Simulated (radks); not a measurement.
Values are calculated unless marked as measured or tabulated.
Problem. All-electron atom: Pt3+ in [Xe] 4f14 5d6.75 6d0.25 (fractional occupations, a model configuration). Code: a radial shooting solver on a logarithmic mesh with Libxc functionals. Model: scalar-relativistic Kohn-Sham, exchange-only PBE, spin-polarised, spherical densities, point nucleus; open shells are filled with parallel spins first (spin-orbit coupling, left out, can overturn this in heavy ions). Some entries of the table are withheld. Estimate them.

| orbital | occ. | eigenvalue (eV) | <1/r> (bohr^-1) | <r> (bohr) |
|---|---|---|---|---|
| 1s down | 1 | -78477.24 | 94.02 | 0.01714 |
| 1s up | 1 | -78477.23 | 94.02 | 0.01714 |
| 2s up | 1 | -13816.35 | 22.03 | 0.07234 |
| 2s down | 1 | -13816.10 | 22.03 | 0.07234 |
| 2p up | 3 | -11977.03 | 19.66 | 0.06523 |
| 2p down | 3 | -11976.83 | 19.66 | 0.06523 |
| 3s up | 1 | -3272.860 | 8.165 | 0.1871 |
| 3s down | 1 | -3272.771 | 8.165 | 0.1871 |
| 3p up | 3 | -2737.380 | 7.465 | 0.1882 |
| 3p down | 3 | -2737.279 | 7.465 | 0.1882 |
| 3d up | 5 | -2157.318 | 7.032 | 0.1704 |
| 3d down | 5 | -2157.140 | 7.031 | 0.1704 |
| 4s up | 1 | -731.5581 | 3.493 | 0.4150 |
| 4s down | 1 | -731.3135 | 3.493 | 0.4150 |
| 4p up | 3 | -555.9839 | 3.157 | 0.4419 |
| 4p down | 3 | -555.7552 | 3.157 | 0.4419 |
| 4d up | 5 | -342.9669 | 2.826 | 0.4683 |
| 4d down | 5 | -342.6970 | 2.826 | 0.4681 |
| 5s up | 1 | -138.5063 | 1.420 | 0.9503 |
| 5s down | 1 | -136.5461 | 1.429 | 0.9457 |
| 4f up | 7 | -106.3015 | 2.388 | 0.5166 |
| 4f down | 7 | -105.8802 | 2.393 | 0.5147 |
| 5p up | 3 | -92.4487 | (1) | 1.093 |
| 5p down | 3 | -89.9975 | (2) | 1.088 |
| 5d up | 5 | -40.3770 | 0.8753 | 1.480 |
| 5d down | 1.75 | -37.5882 | 0.8727 | 1.492 |
| 6s up | 0 | -33.5491 | 0.5505 | 2.323 |
| 6s down | 0 | -31.6738 | 0.5375 | 2.364 |
| 6p up | 0 | -24.1943 | 0.4453 | 2.840 |
| 6p down | 0 | -22.7620 | 0.4359 | 2.881 |
| 6d up | 0.25 | (3) | 0.3114 | 4.100 |

Solution. 
(1) 5p up <1/r> (bohr^-1): 1.209
(2) 5p down <1/r> (bohr^-1): 1.218
(3) 6d up eigenvalue (eV): -14.2590
